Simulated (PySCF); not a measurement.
# Structure elucidation problem

An unknown has the formula C5H13BN2Si2. Its calculated NMR data are:

1H NMR (500 MHz, computed): δ 8.61 (d, 2H), 7.50 (t, 1H), 7.23 (m, 2H), 4.81 (s, 6H), 4.01 (br, 2H).

13C{1H} NMR (computed): δ 139.4, 131.3, 120.6.

Method: shielding tensors at KT2/pcSseg-1 (GIAO), coordinates at the PBE0-D3(BJ)/def2-SVP level, in PySCF 2.14 (equivalent nuclei averaged, single conformer, non-relativistic, no solvent).

Shifts are taken against calculated references (same method and geometry level): 1H (σref 31.18), 13C (σref 183.22) against TMS.

Propose a structure and justify it.

Answers


3 carbon signals for 5 carbons: some carbons are equivalent by symmetry or fast rotation. Carbon types of the structure: 5 × CH, leaving 8 H on heteroatoms. δC 139.4: aromatic CH next to a ring nitrogen. δC 131.3, 120.6: aromatic CH. δH 8.61: hydrogen on an aromatic CH next to a ring nitrogen; ring current plus the neighbouring ring nitrogen. δH 7.50, 7.23: hydrogen on an aromatic CH; aromatic region. δH 4.81: hydrogen on a silicon bonded to N. δH 4.01: hydrogen on a boron bonded to 2 N.

Structure: `InChI=1S/C5H13BN2Si2/c9-8(10)6-7-4-2-1-3-5-7/h1-5H,6H2,9-10H3`.

This is the structure that produced the data.

Hydrogens on boron are broadened and split by 11B (spin 3/2, 80 %) and 10B (spin 3). Shifts are as computed. Against solution values, carbons near 30 ppm lie about +2 ppm off and those near 130 ppm about -5 ppm. Of 1309 compounds with measured shifts, 239 miss one by over three times the rms of a fit or turn the order of signals round; such compounds aren't used in these exercises. Multiplicities follow the n + 1 count of equivalent neighbours, as no J values were calculated; m marks all less simple cases, F and P coupling included.
